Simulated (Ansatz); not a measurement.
Two structures of C2H8Ge, singlet, reached by relaxing down either side of one saddle point (PBE0-D4/def2-TZVP). Energies are electronic, without zero-point energy. Program: Ansatz 0.2.0. Basis: def2-TZVPP and def2-QZVPP. Cores are frozen in the correlated methods. Filled d shells of the heavier atoms are correlated. The def2 sets are not built for correlating such inner shells, so the correlated values are less sure here. Extrapolation: Hartree–Fock as exp(−7.88 √X), correlation as X^−2.97. First:

```
11
angstrom
Ge -0.0870 -0.7550 -0.0793
H -1.2571 -1.5978 0.4716
H 0.8763 -1.7080 -0.8189
C 0.8532 0.1084 1.4011
C -0.7735 0.5827 -1.3285
H 0.1781 0.7748 1.9406
H 1.6925 0.6958 1.0250
H 1.2373 -0.6353 2.1006
H -1.2993 0.1043 -2.1558
H -1.4670 1.2544 -0.8199
H 0.0468 1.1756 -1.7364
```

Second:

```csv
atom,x (Å),y (Å),z (Å)
Ge1,-0.9852,-0.4124,0.5155
H2,-0.0789,-2.2905,-0.3509
H3,0.5042,-1.8909,-0.6290
C4,0.7149,0.2020,1.3756
C5,-0.8050,0.6451,-1.1747
H6,0.4716,1.1765,1.8188
H7,1.5454,0.3572,0.6845
H8,1.0268,-0.4531,2.1906
H9,-1.4521,0.2696,-1.9690
H10,-1.1591,1.6520,-0.9176
H11,0.2175,0.7444,-1.5437
```

(1) Which bonds change from the first to the second?

(2) Give the saddle point's structure and its height above each. (Judge from chemistry; the value comes from the calculation.)

T1 diagnostic: at most 0.011. The restricted Hartree–Fock reference is unstable towards an unrestricted one at one or more of these structures.

## Answers

(1) C₂H₈Ge ([CH3][GeH2][CH3]) → C₂H₆Ge ([CH3][Ge][CH3]) + H₂; bonds formed: H2–H3; bonds broken: Ge1–H2, Ge1–H3.

(2) Computed: 57.85 kcal/mol above the first and 16.60 kcal/mol above the second (CCSD(T) at an estimated basis limit (MP2 extrapolated from triple and quadruple zeta, plus CCSD(T) − MP2 in triple zeta)).
Ge1  (-0.651, -0.438, 0.312)
H2  (-0.595, -1.987, 0.009)
H3  (0.378, -1.599, -0.503)
C4  (0.856, 0.144, 1.449)
C5  (-0.808, 0.629, -1.343)
H6  (0.486, 0.878, 2.166)
H7  (1.661, 0.590, 0.866)
H8  (1.243, -0.710, 2.005)
H9  (-1.225, 0.010, -2.138)
H10  (-1.496, 1.455, -1.159)
H11  (0.152, 1.030, -1.665)
(Å)

Losses and insertions of silylenes and their heavier kin drive the gas-phase chemistry of silicon and germanium vapour deposition.

Labels in which every atom is bracketed show which atoms are joined, not bond orders.

For scale, one of the runs: CCSD(T)/def2-TZVPP, 222 basis functions (an equivalent command: `ansatz run in.yaml --threads 4`). Hardware: 4 CPU threads, shared host. Wall time 90 s; peak host memory 3.5 GiB.
